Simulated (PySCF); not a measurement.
Ga(H)2(Et) (C2H7Ga), SMILES [GaH2][CH2]C. Atoms are numbered in the order given.

```xyz
10

Ga    -0.0630    -0.8243     0.0000
H      0.9165    -2.0641     0.0000
H     -1.6240    -1.0751     0.0000
C      0.6698     1.0238     0.0000
C     -0.3568     2.1610     0.0000
H      1.3431     1.0977    -0.8746
H      1.3431     1.0977     0.8746
H     -1.0135     2.1177     0.8845
H     -1.0135     2.1177    -0.8845
H      0.1240     3.1545     0.0000
```

The structure is a stationary point at B3LYP-D3(BJ)/def2-SVP. The structure was generated by enumeration; whether it is a known compound was not checked.

Two levels are set side by side: PBE/pcSseg-1 (PySCF) and KT2/pcSseg-1 (PySCF). GIAO shifts against TMS (¹H), TMS (¹³C) at the same level; non-relativistic, no solvent, atoms listed together averaged. Differences are taken from unrounded values.

| quantity | KT2 | PBE | PBE minus KT2 |
|---|---|---|---|
| δ(¹H) of H2, H3 (ppm) | 7.00 | 7.06 | 0.06 |
| δ(¹³C) of C4 (ppm) | 23.7 | 24.0 | 0.4 |
| δ(¹³C) of C5 (ppm) | 16.0 | 15.7 | -0.4 |
| δ(¹H) of H6, H7 (ppm) | 1.41 | 1.40 | -0.01 |

Rough cost on one machine, each run with all the roots and properties that it gave: KT2 against PBE within a factor of 2.
